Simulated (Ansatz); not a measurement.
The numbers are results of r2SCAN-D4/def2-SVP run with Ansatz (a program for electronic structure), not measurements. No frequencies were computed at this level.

Ansatz 0.2 input:
```yaml
crystal:
  periodic: [false, false, false]
  atoms:
    - { symbol: Mo, position_ang: [-0.082361, 0.02287, 0.006595] }
    - { symbol: Cl, position_ang: [-2.08475, -0.609685, -1.013261] }
    - { symbol: Cl, position_ang: [0.97203, -1.85216, -0.89978] }
    - { symbol: Cl, position_ang: [-1.128858, 1.91524, 0.886296] }
    - { symbol: Cl, position_ang: [-0.607459, -1.107604, 1.773358] }
    - { symbol: Cl, position_ang: [1.927705, 0.672962, 0.99967] }
    - { symbol: O, position_ang: [0.343395, 0.940717, -1.427566] }
    - { symbol: H, position_ang: [0.574985, 1.444373, -2.214165] }
basis:
  gaussian: { orbitals: def2-svp }
hamiltonian:
  xc: r2scan
  dispersion: d4
relax:
  max_steps: 150
```

Output:

```
[...]
relax step   5: F+E_penalty+E_count = -66513.26671408 eV  Δ(F+E_penalty+E_count) = -4.893e-5 eV  max|allowed force component| = 9.436e-3 eV/Å  Δτ_max = 0.0027 Å  (29 SCF iters, accepted)
these checks for a lower state are left out or cut short: starts, cluster_reference, orbital_swaps, neighbouring_geometries, increment
1479 factors; their error is unknown
mean field -66513.15744464 eV, -2444.3134518533 hartree, gradient 2.2e-5 eV, S^2 0.000000; 0 other end points of the search recorded, 0 dependent functions left out
reference -66513.15747138 eV, -2444.3134528360 hartree; 54, 54 occupied and 86, 86 virtual orbitals, 1479 factors
relax step   6: F+E_penalty+E_count = -66513.26702378 eV  Δ(F+E_penalty+E_count) = -3.097e-4 eV  max|allowed force component| = 4.206e-2 eV/Å  Δτ_max = 0.0303 Å  (36 SCF iters, accepted)
these checks for a lower state are left out or cut short: starts, cluster_reference, orbital_swaps, neighbouring_geometries, increment
1479 factors; their error is unknown
mean field -66513.15769731 eV, -2444.3134611385 hartree, gradient 2.5e-5 eV, S^2 0.000000; 0 other end points of the search recorded, 0 dependent functions left out
reference -66513.15772405 eV, -2444.3134621213 hartree; 54, 54 occupied and 86, 86 virtual orbitals, 1479 factors
relax step   7: F+E_penalty+E_count = -66513.26728077 eV  Δ(F+E_penalty+E_count) = -2.570e-4 eV  max|allowed force component| = 1.921e-2 eV/Å  Δτ_max = 0.0098 Å  (37 SCF iters, accepted)
these checks for a lower state are left out or cut short: starts, cluster_reference, orbital_swaps, neighbouring_geometries, increment
1479 factors; their error is unknown
mean field evaluation 64: about -66512.9700 eV, gradient 1.0e1 eV
mean field -66513.16924257 eV, -2444.3138854191 hartree, gradient 6.0e-6 eV, S^2 0.000000; 0 other end points of the search recorded, 0 dependent functions left out
reference -66513.16926926 eV, -2444.3138863999 hartree; 54, 54 occupied and 86, 86 virtual orbitals, 1479 factors
relax step   8: F+E_penalty+E_count = -66513.27877548 eV  Δ(F+E_penalty+E_count) = -1.149e-2 eV  max|allowed force component| = 5.354e-1 eV/Å  Δτ_max = 0.1951 Å  (44 SCF iters, accepted)
these checks for a lower state are left out or cut short: starts, cluster_reference, orbital_swaps, neighbouring_geometries, increment
1479 factors; their error is unknown
mean field -66513.14867558 eV, -2444.3131295962 hartree, gradient 9.0e-6 eV, S^2 0.000000; 0 other end points of the search recorded, 0 dependent functions left out
reference -66513.14870215 eV, -2444.3131305727 hartree; 54, 54 occupied and 86, 86 virtual orbitals, 1479 factors
relax step   9: F+E_penalty+E_count = -66513.25812556 eV  Δ(F+E_penalty+E_count) = +2.065e-2 eV  max|allowed force component| = 1.572e0 eV/Å  Δτ_max = 0.1956 Å  (43 SCF iters, rejected (line search))
these checks for a lower state are left out or cut short: starts, cluster_reference, orbital_swaps, neighbouring_geometries, increment
1479 factors; their error is unknown
mean field -66513.18607526 eV, -2444.3145040092 hartree, gradient 2.1e-5 eV, S^2 0.000000; 0 other end points of the search recorded, 0 dependent functions left out
reference -66513.18610193 eV, -2444.3145049891 hartree; 54, 54 occupied and 86, 86 virtual orbitals, 1479 factors
relax step  10: F+E_penalty+E_count = -66513.29560923 eV  Δ(F+E_penalty+E_count) = -1.683e-2 eV  max|allowed force component| = 2.716e-1 eV/Å  Δτ_max = 0.0978 Å  (36 SCF iters, accepted)
these checks for a lower state are left out or cut short: starts, cluster_reference, orbital_swaps, neighbouring_geometries, increment
1479 factors; their error is unknown
mean field -66513.20168401 eV, -2444.3150776199 hartree, gradient 1.4e-5 eV, S^2 0.000000; 0 other end points of the search recorded, 0 dependent functions left out
reference -66513.20171064 eV, -2444.3150785987 hartree; 54, 54 occupied and 86, 86 virtual orbitals, 1479 factors
relax step  11: F+E_penalty+E_count = -66513.31121690 eV  Δ(F+E_penalty+E_count) = -1.561e-2 eV  max|allowed force component| = 2.023e-1 eV/Å  Δτ_max = 0.1000 Å  (36 SCF iters, accepted)
these checks for a lower state are left out or cut short: starts, cluster_reference, orbital_swaps, neighbouring_geometries, increment
1479 factors; their error is unknown
mean field evaluation 96: about -66513.2149 eV, gradient 2.0e-1 eV
mean field -66513.21507958 eV, -2444.3155698982 hartree, gradient 1.9e-5 eV, S^2 0.000000; 0 other end points of the search recorded, 0 dependent functions left out
reference -66513.21510618 eV, -2444.3155708756 hartree; 54, 54 occupied and 86, 86 virtual orbitals, 1479 factors
relax step  12: F+E_penalty+E_count = -66513.32455556 eV  Δ(F+E_penalty+E_count) = -1.334e-2 eV  max|allowed force component| = 1.490e-1 eV/Å  Δτ_max = 0.1186 Å  (38 SCF iters, accepted)
these checks for a lower state are left out or cut short: starts, cluster_reference, orbital_swaps, neighbouring_geometries, increment
1479 factors; their error is unknown
mean field -66513.21563004 eV, -2444.3155901273 hartree, gradient 1.0e-5 eV, S^2 0.000000; 0 other end points of the search recorded, 0 dependent functions left out
reference -66513.21565664 eV, -2444.3155911048 hartree; 54, 54 occupied and 86, 86 virtual orbitals, 1479 factors
relax step  13: F+E_penalty+E_count = -66513.32510955 eV  Δ(F+E_penalty+E_count) = -5.540e-4 eV  max|allowed force component| = 1.376e-1 eV/Å  Δτ_max = 0.0062 Å  (42 SCF iters, accepted)
these checks for a lower state are left out or cut short: starts, cluster_reference, orbital_swaps, neighbouring_geometries, increment
1479 factors; their error is unknown
mean field -66513.21585875 eV, -2444.3155985321 hartree, gradient 1.0e-5 eV, S^2 0.000000; 0 other end points of the search recorded, 0 dependent functions left out
reference -66513.21588535 eV, -2444.3155995095 hartree; 54, 54 occupied and 86, 86 virtual orbitals, 1479 factors
relax step  14: F+E_penalty+E_count = -66513.32533949 eV  Δ(F+E_penalty+E_count) = -2.299e-4 eV  max|allowed force component| = 1.332e-1 eV/Å  Δτ_max = 0.0173 Å  (39 SCF iters, accepted)
these checks for a lower state are left out or cut short: starts, cluster_reference, orbital_swaps, neighbouring_geometries, increment
1479 factors; their error is unknown
mean field -66513.19629982 eV, -2444.3148797548 hartree, gradient 2.1e-5 eV, S^2 0.000000; 0 other end points of the search recorded, 0 dependent functions left out
reference -66513.19632636 eV, -2444.3148807300 hartree; 54, 54 occupied and 86, 86 virtual orbitals, 1479 factors
relax step  15: F+E_penalty+E_count = -66513.30579024 eV  Δ(F+E_penalty+E_count) = +1.955e-2 eV  max|allowed force component| = 8.582e-1 eV/Å  Δτ_max = 0.1913 Å  (37 SCF iters, rejected (line search))
these checks for a lower state are left out or cut short: starts, cluster_reference, orbital_swaps, neighbouring_geometries, increment
1479 factors; their error is unknown
mean field evaluation 128: about -66513.2209 eV, gradient 2.6e-5 eV
mean field -66513.22090089 eV, -2444.3157838274 hartree, gradient 2.6e-5 eV, S^2 0.000000; 0 other end points of the search recorded, 0 dependent functions left out
reference -66513.22092748 eV, -2444.3157848043 hartree; 54, 54 occupied and 86, 86 virtual orbitals, 1479 factors
relax step  16: F+E_penalty+E_count = -66513.33038503 eV  Δ(F+E_penalty+E_count) = -5.046e-3 eV  max|allowed force component| = 7.083e-2 eV/Å  Δτ_max = 0.0956 Å  (38 SCF iters, accepted)
these checks for a lower state are left out or cut short: starts, cluster_reference, orbital_swaps, neighbouring_geometries, increment
1479 factors; their error is unknown
mean field -66513.22098547 eV, -2444.3157869354 hartree, gradient 1.7e-5 eV, S^2 0.000000; 0 other end points of the search recorded, 0 dependent functions left out
reference -66513.22101201 eV, -2444.3157879110 hartree; 54, 54 occupied and 86, 86 virtual orbitals, 1479 factors
relax step  17: F+E_penalty+E_count = -66513.33048822 eV  Δ(F+E_penalty+E_count) = -1.032e-4 eV  max|allowed force component| = 3.950e-1 eV/Å  Δτ_max = 0.0952 Å  (38 SCF iters, accepted)
these checks for a lower state are left out or cut short: starts, cluster_reference, orbital_swaps, neighbouring_geometries, increment
1479 factors; their error is unknown
mean field -66513.22104653 eV, -2444.3157891794 hartree, gradient 1.8e-5 eV, S^2 0.000000; 0 other end points of the search recorded, 0 dependent functions left out
reference -66513.22107307 eV, -2444.3157901546 hartree; 54, 54 occupied and 86, 86 virtual orbitals, 1479 factors
relax step  18: F+E_penalty+E_count = -66513.33052744 eV  Δ(F+E_penalty+E_count) = -3.922e-5 eV  max|allowed force component| = 2.797e-1 eV/Å  Δτ_max = 0.0445 Å  (37 SCF iters, accepted)
these checks for a lower state are left out or cut short: starts, cluster_reference, orbital_swaps, neighbouring_geometries, increment
1479 factors; their error is unknown
mean field -66513.22917343 eV, -2444.3160878374 hartree, gradient 1.1e-5 eV, S^2 0.000000; 0 other end points of the search recorded, 0 dependent functions left out
reference -66513.22919996 eV, -2444.3160888127 hartree; 54, 54 occupied and 86, 86 virtual orbitals, 1479 factors
relax step  19: F+E_penalty+E_count = -66513.33861782 eV  Δ(F+E_penalty+E_count) = -8.090e-3 eV  max|allowed force component| = 3.251e-1 eV/Å  Δτ_max = 0.1345 Å  (39 SCF iters, accepted)
these checks for a lower state are left out or cut short: starts, cluster_reference, orbital_swaps, neighbouring_geometries, increment
1479 factors; their error is unknown
mean field -66513.23372877 eV, -2444.3162552431 hartree, gradient 1.4e-5 eV, S^2 0.000000; 0 other end points of the search recorded, 0 dependent functions left out
reference -66513.23375529 eV, -2444.3162562177 hartree; 54, 54 occupied and 86, 86 virtual orbitals, 1479 factors
relax step  20: F+E_penalty+E_count = -66513.34321640 eV  Δ(F+E_penalty+E_count) = -4.599e-3 eV  max|allowed force component| = 1.640e-2 eV/Å  Δτ_max = 0.0986 Å  (38 SCF iters, accepted)
these checks for a lower state are left out or cut short: starts, cluster_reference, orbital_swaps, neighbouring_geometries, increment
1479 factors; their error is unknown
mean field evaluation 160: about -66513.2324 eV, gradient 2.0e-4 eV
mean field -66513.23242494 eV, -2444.3162073285 hartree, gradient 1.4e-5 eV, S^2 0.000000; 0 other end points of the search recorded, 0 dependent functions left out
reference -66513.23245145 eV, -2444.3162083024 hartree; 54, 54 occupied and 86, 86 virtual orbitals, 1479 factors
relax step  21: F+E_penalty+E_count = -66513.34188650 eV  Δ(F+E_penalty+E_count) = +1.330e-3 eV  max|allowed force component| = 3.501e-1 eV/Å  Δτ_max = 0.0724 Å  (38 SCF iters, rejected (line search))
these checks for a lower state are left out or cut short: starts, cluster_reference, orbital_swaps, neighbouring_geometries, increment
1479 factors; their error is unknown
mean field -66513.23422001 eV, -2444.3162732961 hartree, gradient 1.3e-5 eV, S^2 0.000000; 0 other end points of the search recorded, 0 dependent functions left out
reference -66513.23424653 eV, -2444.3162742705 hartree; 54, 54 occupied and 86, 86 virtual orbitals, 1479 factors
relax step  22: F+E_penalty+E_count = -66513.34370063 eV  Δ(F+E_penalty+E_count) = -4.842e-4 eV  max|allowed force component| = 6.063e-3 eV/Å  Δτ_max = 0.0354 Å  (40 SCF iters, accepted)
these checks for a lower state are left out or cut short: starts, cluster_reference, orbital_swaps, neighbouring_geometries, increment
1479 factors; their error is unknown
mean field -66513.23427217 eV, -2444.3162752129 hartree, gradient 1.3e-5 eV, S^2 0.000000; 0 other end points of the search recorded, 0 dependent functions left out
reference -66513.23429868 eV, -2444.3162761872 hartree; 54, 54 occupied and 86, 86 virtual orbitals, 1479 factors
relax step  23: F+E_penalty+E_count = -66513.34375083 eV  Δ(F+E_penalty+E_count) = -5.020e-5 eV  max|allowed force component| = 2.648e-2 eV/Å  Δτ_max = 0.0198 Å  (39 SCF iters, accepted)
these checks for a lower state are left out or cut short: starts, cluster_reference, orbital_swaps, neighbouring_geometries, increment
1479 factors; their error is unknown
mean field -66513.23428774 eV, -2444.3162757850 hartree, gradient 1.9e-5 eV, S^2 0.000000; 0 other end points of the search recorded, 0 dependent functions left out
reference -66513.23431425 eV, -2444.3162767593 hartree; 54, 54 occupied and 86, 86 virtual orbitals, 1479 factors
relax step  24: F+E_penalty+E_count = -66513.34376742 eV  Δ(F+E_penalty+E_count) = -1.659e-5 eV  max|allowed force component| = 3.452e-3 eV/Å  Δτ_max = 0.0011 Å  (29 SCF iters, accepted)
1479 factors; their error is unknown
mean field evaluation 192: about -66513.1979 eV, gradient 6.2e0 eV
mean field -66513.23428774 eV, -2444.3162757850 hartree, gradient 1.9e-5 eV, S^2 0.000000; 1 other end points of the search recorded, 0 dependent functions left out
reference -66513.23431425 eV, -2444.3162767593 hartree; 54, 54 occupied and 86, 86 virtual orbitals, 1479 factors
Total energy: -66513.34379394 eV, -2444.3203000634 hartree
Atom 0 at     0.048688     0.085622     0.035864 Å, force    -0.001159     0.000849    -0.003452 eV/Å
Atom 1 at    -1.904177    -0.359471    -1.215074 Å, force    -0.000189    -0.000234     0.000982 eV/Å
Atom 2 at     1.065350    -1.846654    -0.743026 Å, force     0.000152    -0.000119    -0.000107 eV/Å
Atom 3 at    -0.914093     1.965589     0.991218 Å, force     0.000332    -0.000218    -0.000594 eV/Å
Atom 4 at    -0.928807    -1.176521     1.694485 Å, force     0.000305     0.000411    -0.000617 eV/Å
Atom 5 at     1.990569     0.585889     1.152424 Å, force     0.000673     0.000174     0.000964 eV/Å
Atom 6 at     0.522147     1.023579    -1.486135 Å, force     0.000393    -0.000613     0.002684 eV/Å
Atom 7 at     0.035010     1.148680    -2.318608 Å, force    -0.000508    -0.000252     0.000140 eV/Å
Dipole moment:     0.077430     0.214049    -0.382264 e Å
```

Cost: very roughly 8 core-minutes.
